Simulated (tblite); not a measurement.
C4H16GeSi2.
SMILES with atom numbers: `[CH3:1][CH2:2][CH2:3][CH2:4][Si@H:5]([SiH3:6])[GeH3:7]` (hydrogens: H8, H9, H10 on C1; H11, H12 on C2; H13, H14 on C3; H15, H16 on C4; H17 on Si5; H18, H19, H20 on Si6; H21, H22, H23 on Ge7)

Computed with GFN2-xTB (tblite), gas phase: L-BFGS steps from a force-field or distance-geometry start until the largest atomic force falls under 0.01 eV/Å.

Step 32: E = -601.1248 eV
```
atom  x, y, z in Å  |  force x, y, z in eV/Å
C1     -3.6729   -0.4656   -0.0796    0.000  -0.014   0.003
C2     -2.4930    0.4966   -0.1424   -0.017   0.001   0.001
C3     -1.1745   -0.1855    0.2201   -0.018   0.006  -0.006
C4      0.0053    0.7791    0.1814   -0.017   0.015   0.002
Si5     1.6700   -0.0465    0.6299   -0.024  -0.047  -0.023
Si6     3.3807    1.5220    0.6602    0.040   0.033  -0.003
Ge7     2.0888   -1.7501   -0.9468   -0.015   0.005   0.022
H8     -3.5306   -1.2893   -0.7755    0.006  -0.009  -0.005
H9     -4.5998    0.0431   -0.3361    0.019   0.007   0.000
H10    -3.7749   -0.8784    0.9216    0.000  -0.007   0.011
H11    -2.6676    1.3271    0.5462    0.005   0.007   0.004
H12    -2.4221    0.9130   -1.1504    0.027   0.001   0.002
H13    -0.9969   -1.0104   -0.4777    0.023   0.006   0.001
H14    -1.2566   -0.6129    1.2227   -0.013  -0.007  -0.008
H15     0.0705    1.2215   -0.8157    0.019  -0.020  -0.024
H16    -0.1913    1.6064    0.8658   -0.002   0.010   0.037
H17     1.4734   -0.7067    1.9368   -0.001   0.007  -0.009
H18     3.1530    2.6002    1.6274    0.000  -0.016  -0.022
H19     3.5437    2.1566   -0.6532    0.011   0.004   0.031
H20     4.6715    0.9157    1.0003   -0.030   0.007  -0.008
H21     1.1192   -2.8952   -1.0752    0.019   0.025   0.007
H22     2.1972   -1.2562   -2.3630   -0.013  -0.016  -0.013
H23     3.4020   -2.4576   -0.7591   -0.018   0.004   0.000
```

Step 33: E = -601.1252 eV
```
atom  x, y, z in Å  |  force x, y, z in eV/Å
C1     -3.6741   -0.4668   -0.0802    0.016  -0.003   0.000
C2     -2.4935    0.4951   -0.1423   -0.013   0.009  -0.006
C3     -1.1744   -0.1855    0.2204   -0.022  -0.004  -0.006
C4      0.0039    0.7806    0.1823   -0.022   0.010   0.002
Si5     1.6697   -0.0439    0.6259    0.000  -0.039  -0.026
Si6     3.3819    1.5226    0.6605    0.040   0.040  -0.010
Ge7     2.0881   -1.7493   -0.9478   -0.014  -0.009   0.010
H8     -3.5312   -1.2903   -0.7765    0.002  -0.006   0.002
H9     -4.5996    0.0439   -0.3381    0.019  -0.003   0.005
H10    -3.7763   -0.8790    0.9213   -0.006  -0.007   0.003
H11    -2.6679    1.3264    0.5453    0.001   0.004   0.010
H12    -2.4213    0.9116   -1.1500    0.021   0.000  -0.005
H13    -0.9947   -1.0100   -0.4771    0.018   0.000  -0.005
H14    -1.2568   -0.6134    1.2226   -0.009  -0.008  -0.003
H15     0.0688    1.2246   -0.8141    0.011  -0.015  -0.022
H16    -0.1943    1.6049    0.8691    0.006   0.023   0.037
H17     1.4806   -0.7030    1.9329   -0.011  -0.006   0.010
H18     3.1523    2.5984    1.6296    0.000  -0.013  -0.020
H19     3.5509    2.1609   -0.6504    0.006   0.004   0.030
H20     4.6719    0.9164    1.0017   -0.027   0.001  -0.005
H21     1.1164   -2.8937   -1.0688    0.019   0.025   0.006
H22     2.1946   -1.2640   -2.3673   -0.015  -0.011  -0.010
H23     3.4003   -2.4596   -0.7614   -0.021   0.008   0.005
```

Task: Estimate the geometry and energy of step 34. (The exact step hangs on the optimiser's Hessian estimate; all steps are aligned on step 33, rigid shifts and turns removed.)

Result: E = -601.1256 eV, largest force 0.038 eV/Å
```
atom  x, y, z in Å  |  force x, y, z in eV/Å
C1     -3.6748   -0.4678   -0.0807    0.023   0.005  -0.002
C2     -2.4942    0.4939   -0.1424   -0.003   0.011  -0.009
C3     -1.1748   -0.1855    0.2205   -0.014  -0.009  -0.003
C4      0.0024    0.7820    0.1831   -0.016   0.004   0.003
Si5     1.6694   -0.0423    0.6222    0.019  -0.014  -0.019
Si6     3.3835    1.5238    0.6605    0.019   0.026  -0.013
Ge7     2.0872   -1.7489   -0.9485   -0.008  -0.015  -0.008
H8     -3.5316   -1.2912   -0.7773    0.000  -0.004   0.007
H9     -4.5992    0.0444   -0.3397    0.014  -0.010   0.008
H10    -3.7776   -0.8796    0.9211   -0.008  -0.006  -0.004
H11    -2.6681    1.3259    0.5447   -0.003   0.000   0.011
H12    -2.4203    0.9104   -1.1499    0.013   0.000  -0.010
H13    -0.9925   -1.0096   -0.4768    0.010  -0.002  -0.010
H14    -1.2572   -0.6139    1.2224   -0.006  -0.008   0.001
H15     0.0675    1.2270   -0.8130    0.001  -0.010  -0.013
H16    -0.1966    1.6041    0.8726    0.012   0.025   0.026
H17     1.4862   -0.7001    1.9299   -0.017  -0.014   0.020
H18     3.1519    2.5969    1.6312   -0.002  -0.004  -0.011
H19     3.5571    2.1647   -0.6475    0.005   0.009   0.017
H20     4.6720    0.9171    1.0028   -0.013  -0.007   0.000
H21     1.1145   -2.8921   -1.0634    0.012   0.017   0.006
H22     2.1921   -1.2709   -2.3709   -0.017  -0.007  -0.004
H23     3.3983   -2.4612   -0.7633   -0.019   0.010   0.010
```

The energy changes by -0.0003 eV. The first-order estimate −F·Δx gives -0.0005 eV and the mean of the old and new forces, exact on a quadratic surface, -0.0004 eV. The step makes an angle of 77° with the force vector and moves no atom by more than 0.008 Å.

What follows is the cost of the whole relaxation. Time: 1.3 s wall. Hardware: an Arm Neoverse V1 with one thread, shared host with 32 logical CPUs at a one-minute load of 29.
